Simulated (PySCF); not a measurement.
# How methods differ on the ionisation energy of Ba⁴⁰⁺

Ba⁴⁰⁺ [Ne] 3s2 3p4 (3P) → Ba⁴¹⁺ [Ne] 3s2 3p3 (4S), as a difference of total energies. Computed with PySCF 2.14 in an even-tempered Gaussian basis (16 s from 6.9 bohr⁻², ratio 2.5; 10 p from 9 bohr⁻², ratio 2.5; 5 d from 40 bohr⁻², ratio 2.7; 4 f from 60 bohr⁻², ratio 2.7), with the non-relativistic Hamiltonian (point nucleus). Correlated levels: outer shells: 1s2 frozen; virtual orbitals above 40 to 60 times the deepest correlated orbital energy dropped. The calculations carry no spin-orbit coupling.

```tsv
method	ionisation energy (eV)
UHF	2958.7
LDA	2961.6
PBE	2962.3
PBE0	2961.9
r2SCAN	2961.4
B3LYP	2962.4
M06	2961.5
MP2 (outer shells)	2959.6
SCS-MP2 (outer shells)	2959.6
```

Spin-orbit coupling is strong in these open shells (close to jj coupling). The scalar numbers leave it out and a first-order estimate fails, so it can dominate the gap to the real levels.

The gap to the reference is mostly relativistic.

For comparison: 2994 ± 4 eV (theoretical estimate listed by NIST; NIST Atomic Spectra Database, ionization energies).
